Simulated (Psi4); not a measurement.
Input file for Psi4: SAPT0/jun-cc-pV(D+d)Z on C3H9Cl (a complex).

```
memory 2025 MB

molecule dimer {
0 1
C    -0.67173637   -0.91113849    0.84014473
Cl   -0.84297385    0.87418651    0.79900366
H    -0.58797957   -1.26875247   -0.18153443
H     0.22178746   -1.15511480    1.40631480
H    -1.55089701   -1.32722810    1.32200514
--
0 1
C     0.74123171    0.34103940    4.30954020
C    -0.60887348   -0.35674340    4.44465911
H     1.06351248    0.38570690    3.26780942
H     1.51610441   -0.17584861    4.87940635
H     0.69153905    1.36849079    4.67465788
H    -1.37381332    0.15316069    3.85673849
H    -0.94414718   -0.37544933    5.48350042
H    -0.55886005   -1.39206812    4.09986952
units angstrom
symmetry c1
no_reorient
no_com
}

set {
  basis jun-cc-pV(D+d)Z
  scf_type df
  freeze_core true
}

energy('sapt0')
```

It printed:

```
[...]
==> Input File <==

--------------------------------------------------------------------------
memory 2025 MB

molecule dimer {
0 1
C    -0.67173637   -0.91113849    0.84014473
Cl   -0.84297385    0.87418651    0.79900366
H    -0.58797957   -1.26875247   -0.18153443
H     0.22178746   -1.15511480    1.40631480
H    -1.55089701   -1.32722810    1.32200514
--
0 1
C     0.74123171    0.34103940    4.30954020
C    -0.60887348   -0.35674340    4.44465911
H     1.06351248    0.38570690    3.26780942
H     1.51610441   -0.17584861    4.87940635
H     0.69153905    1.36849079    4.67465788
H    -1.37381332    0.15316069    3.85673849
H    -0.94414718   -0.37544933    5.48350042
H    -0.55886005   -1.39206812    4.09986952
units angstrom
symmetry c1
no_reorient
no_com
}

set {
  basis jun-cc-pV(D+d)Z
  scf_type df
  freeze_core true
}

energy('sapt0')
--------------------------------------------------------------------------


   => Loading Basis Set <=

    Name: JUN-CC-PV(D+D)Z
    Role: ORBITAL
    Keyword: BASIS
    atoms 1, 6-7    entry C          line   188 file jun-cc-pv_dpd_z.gbs
    atoms 2         entry CL         line   764 file jun-cc-pv_dpd_z.gbs
    atoms 3-5, 8-13 entry H          line    60 file jun-cc-pv_dpd_z.gbs

   => Loading Basis Set <=

    Name: JUN-CC-PV(D+D)Z
    Role: ORBITAL
    Keyword: BASIS
    atoms 1, 6-7    entry C          line   188 file jun-cc-pv_dpd_z.gbs
    atoms 2         entry CL         line   764 file jun-cc-pv_dpd_z.gbs
    atoms 3-5, 8-13 entry H          line    60 file jun-cc-pv_dpd_z.gbs


  //>>>>>>>>>>>>>>>>>>>>>>>>>>>>>>>>>>>//
  //              Dimer HF             //
  //<<<<<<<<<<<<<<<<<<<<<<<<<<<<<<<<<<<//

   => Libint2 <=

    Primary   basis highest AM E, G, H:  7, 6, 3
    Auxiliary basis highest AM E, G, H:  7, 7, 4
    Onebody   basis highest AM E, G, H:  -, -, -
    Solid Harmonics ordering:            Gaussian


   => Loading Basis Set <=

    Name: JUN-CC-PV(D+D)Z
    Role: ORBITAL
    Keyword: BASIS
    atoms 1, 6-7    entry C          line   188 file jun-cc-pv_dpd_z.gbs
    atoms 2         entry CL         line   764 file jun-cc-pv_dpd_z.gbs
    atoms 3-5, 8-13 entry H          line    60 file jun-cc-pv_dpd_z.gbs


         ---------------------------------------------------------
                                   SCF
               by Justin Turney, Rob Parrish, Andy Simmonett
                          and Daniel G. A. Smith
                              RHF Reference
                        1 Threads,   1931 MiB Core
         ---------------------------------------------------------

  ==> Geometry <==

    Molecular point group: c1
    Full point group: C1

    Geometry (in Angstrom), charge = 0, multiplicity = 1:

       Center              X                  Y                   Z               Mass
    ------------   -----------------  -----------------  -----------------  -----------------
         C           -0.671736370000    -0.911138490000     0.840144730000    12.000000000000
         CL          -0.842973850000     0.874186510000     0.799003660000    34.968852682000
         H           -0.587979570000    -1.268752470000    -0.181534430000     1.007825032230
         H            0.221787460000    -1.155114800000     1.406314800000     1.007825032230
         H           -1.550897010000    -1.327228100000     1.322005140000     1.007825032230
         C            0.741231710000     0.341039400000     4.309540200000    12.000000000000
         C           -0.608873480000    -0.356743400000     4.444659110000    12.000000000000
         H            1.063512480000     0.385706900000     3.267809420000     1.007825032230
         H            1.516104410000    -0.175848610000     4.879406350000     1.007825032230
         H            0.691539050000     1.368490790000     4.674657880000     1.007825032230
         H           -1.373813320000     0.153160690000     3.856738490000     1.007825032230
         H           -0.944147180000    -0.375449330000     5.483500420000     1.007825032230
         H           -0.558860050000    -1.392068120000     4.099869520000     1.007825032230

  Running in c1 symmetry.

  Rotational constants: A =      0.17126  B =      0.02569  C =      0.02509 [cm^-1]
  Rotational constants: A =   5134.35869  B =    770.10071  C =    752.27087 [MHz]
  Nuclear repulsion =  157.456931871501951

  Charge       = 0
  Multiplicity = 1
  Electrons    = 44
  Nalpha       = 22
  Nbeta        = 22

  ==> Algorithm <==

  SCF Algorithm Type is DF.
  DIIS enabled.
  MOM disabled.
  Fractional occupation disabled.
  Guess Type is SAD.
  Energy threshold   = 1.00e-08
  Density threshold  = 1.00e-08
  Integral threshold = 1.00e-12

  ==> Primary Basis <==

  Basis Set: JUN-CC-PV(D+D)Z
    Blend: JUN-CC-PV(D+D)Z
    Number of shells: 62
    Number of basis functions: 126
    Number of Cartesian functions: 131
    Spherical Harmonics?: true
    Max angular momentum: 2

   => Loading Basis Set <=

    Name: (JUN-CC-PV(D+D)Z
[...]
126A    156.741713

    Final Occupation by Irrep:
              A
    DOCC [     9 ]
    NA   [     9 ]
    NB   [     9 ]

  @DF-RHF Final Energy:   -79.23543153573831

   => Energetics <=

    Nuclear Repulsion Energy =             42.2671873286756536
    One-Electron Energy =                -189.0658384416204854
    Two-Electron Energy =                  67.5632195772065245
    Total Energy =                        -79.2354315357383143

Computation Completed


Properties will be evaluated at   0.000000,   0.000000,   0.000000 [a0]

Properties computed using the SCF density matrix


 Multipole Moments:

 ------------------------------------------------------------------------------------
     Multipole            Electronic (a.u.)      Nuclear  (a.u.)        Total (a.u.)
 ------------------------------------------------------------------------------------

 L = 1.  Multiply by 2.5417464519 to convert [e a0] to [Debye]
 Dipole X            :         -2.2457431            2.2459107            0.0001676
 Dipole Y            :          0.2477736           -0.2461022            0.0016714
 Dipole Z            :       -148.8856007          148.8861885            0.0005878
 Magnitude           :                                                    0.0017797

 ------------------------------------------------------------------------------------

  Constructing Basis Sets for SAPT...

   => Loading Basis Set <=

    Name: (JUN-CC-PV(D+D)Z AUX)
    Role: RIFIT
    Keyword: DF_BASIS_SAPT
    atoms 1, 6-7    entry C          line   100 file jun-cc-pvdz-ri.gbs
    atoms 2         entry CL         line   544 file jun-cc-pvdz-ri.gbs
    atoms 3-5, 8-13 entry H          line    30 file jun-cc-pvdz-ri.gbs

   => Loading Basis Set <=

    Name: (JUN-CC-PV(D+D)Z AUX)
    Role: JKFIT
    Keyword: DF_BASIS_ELST
    atoms 1, 6-7    entry C          line   146 file jun-cc-pvdz-jkfit.gbs
    atoms 2         entry CL         line   746 file jun-cc-pvdz-jkfit.gbs
    atoms 3-5, 8-13 entry H          line    70 file jun-cc-pvdz-jkfit.gbs


  //>>>>>>>>>>>>>>>>>>>>>>>>>>>>>>>>>>>//
  //               SAPT0               //
  //<<<<<<<<<<<<<<<<<<<<<<<<<<<<<<<<<<<//



        SAPT0
    Ed Hohenstein
     6 June 2009

      Orbital Information
  --------------------------
    NSO        =       126
    NMO        =       126
    NRI        =       406
    NRI (Elst) =       565
    NOCC A     =        13
    NOCC B     =         9
    FOCC A     =         6
    FOCC B     =         2
    NVIR A     =       113
    NVIR B     =       117

    Elst10,r            =    -0.001185019666 [Eh]
    Exch10              =     0.003210694570 [Eh]
    Exch10 (S^2)        =     0.003206374431 [Eh]

    Maxiter = 50
    CPHF R converge = 1.000000E-08

    Iter     Energy [mEh]          dE [mEh]         Residual      Time [s]
       1      -0.19892336       0.198923361     1.751749e-03             0
       2      -0.24322023       0.044296869     2.856132e-04             0
       3      -0.24252026      -0.000699971     1.020131e-04             0
       4      -0.24212995      -0.000390312     2.448245e-05             0
       5      -0.24219209       0.000062147     8.382333e-06             0
       6      -0.24221504       0.000022946     1.900405e-06             0
       7      -0.24220915      -0.000005888     6.215577e-07             0
       8      -0.24220905      -0.000000101     1.808889e-07             0
       9      -0.24220940       0.000000354     3.518035e-08             0
      10      -0.24220936      -0.000000045     1.229580e-08             0
      11      -0.24220935      -0.000000005     2.630182e-09             0

    CHF Iterations converged

    Maxiter = 50
    CPHF R converge = 1.000000E-08

    Iter     Energy [mEh]          dE [mEh]         Residual      Time [s]
       1      -0.42988026       0.429880256     2.705047e-03             0
       2      -0.49716984       0.067289584     6.529113e-04             0
       3      -0.50284159       0.005671749     1.434631e-04             0
       4      -0.50165408      -0.001187510     4.483845e-05             0
       5      -0.50137284      -0.000281237     7.666398e-06             0
       6      -0.50145102       0.000078177     1.239286e-06             1
       7      -0.50144828      -0.000002743     4.129236e-07             1
       8      -0.50144650      -0.000001774     7.855486e-08             1
       9      -0.50144683       0.000000324     1.057288e-08             1
      10      -0.50144680      -0.000000025     1.589798e-09             1

    CHF Iterations converged

    Ind20,r (A<-B)      =    -0.000242209355 [Eh]
    Ind20,r (B<-A)      =    -0.000501446802 [Eh]
    Ind20,r             =    -0.000743656156 [Eh]
    Exch-Ind20,r (A<-B) =     0.000218179767 [Eh]
    Exch-Ind20,r (B<-A) =     0.000368004274 [Eh]
    Exch-Ind20,r        =     0.000586184041 [Eh]
    Disp20              =    -0.002980245998 [Eh]
    Disp20 (SS)         =    -0.001490122999 [Eh]
    Disp20 (OS)         =    -0.001490122999 [Eh]
    Exch-Disp20         =     0.000241379610 [Eh]
    Exch-Disp20 (SS)    =     0.000130450896 [Eh]
    Exch-Disp20 (OS)    =     0.000110928714 [Eh]

    SAPT Results
  --------------------------------------------------------------------------------------------------------
    Electrostatics                 -1.18501967 [mEh]      -0.74361107 [kcal/mol]      -3.11126870 [kJ/mol]
      Elst10,r                     -1.18501967 [mEh]      -0.74361107 [kcal/mol]      -3.11126870 [kJ/mol]

    Exchange                        3.21069457 [mEh]       2.01474126 [kcal/mol]       8.42967743 [kJ/mol]
      Exch10                        3.21069457 [mEh]       2.01474126 [kcal/mol]       8.42967743 [kJ/mol]
      Exch10(S^2)                   3.20637443 [mEh]       2.01203033 [kcal/mol]       8.41833491 [kJ/mol]

    Induction                      -0.34436671 [mEh]      -0.21609337 [kcal/mol]      -0.90413468 [kJ/mol]
      Ind20,r                      -0.74365616 [mEh]      -0.46665128 [kcal/mol]      -1.95246897 [kJ/mol]
      Exch-Ind20,r                  0.58618404 [mEh]       0.36783604 [kcal/mol]       1.53902599 [kJ/mol]
      delta HF,r (2)               -0.18689460 [mEh]      -0.11727813 [kcal/mol]      -0.49069170 [kJ/mol]

    Dispersion                     -2.73886639 [mEh]      -1.71866461 [kcal/mol]      -7.19089271 [kJ/mol]
      Disp20                       -2.98024600 [mEh]      -1.87013260 [kcal/mol]      -7.82463479 [kJ/mol]
      Exch-Disp20                   0.24137961 [mEh]       0.15146799 [kcal/mol]       0.63374208 [kJ/mol]
      Disp20 (SS)                  -1.49012300 [mEh]      -0.93506630 [kcal/mol]      -3.91231739 [kJ/mol]
      Disp20 (OS)                  -1.49012300 [mEh]      -0.93506630 [kcal/mol]      -3.91231739 [kJ/mol]
      Exch-Disp20 (SS)              0.13045090 [mEh]       0.08185917 [kcal/mol]       0.34249878 [kJ/mol]
      Exch-Disp20 (OS)              0.11092871 [mEh]       0.06960882 [kcal/mol]       0.29124330 [kJ/mol]

  Total HF                          1.68130819 [mEh]       1.05503682 [kcal/mol]       4.41427405 [kJ/mol]
  Total SAPT0                      -1.05755820 [mEh]      -0.66362779 [kcal/mol]      -2.77661866 [kJ/mol]

  Special recipe for scaled SAPT0 (see Manual):
    Electrostatics sSAPT0          -1.18501967 [mEh]      -0.74361107 [kcal/mol]      -3.11126870 [kJ/mol]
    Exchange sSAPT0                 3.21069457 [mEh]       2.01474126 [kcal/mol]       8.42967743 [kJ/mol]
    Induction sSAPT0               -0.34199412 [mEh]      -0.21460455 [kcal/mol]      -0.89790543 [kJ/mol]
    Dispersion sSAPT0              -2.73788940 [mEh]      -1.71805154 [kcal/mol]      -7.18832762 [kJ/mol]
  Total sSAPT0                     -1.05420861 [mEh]      -0.66152589 [kcal/mol]      -2.76782432 [kJ/mol]
  --------------------------------------------------------------------------------------------------------



*** Psi4 exiting successfully. Buy a developer a beer!
```

The run finished.

Cost: around 18 core-seconds (rough).
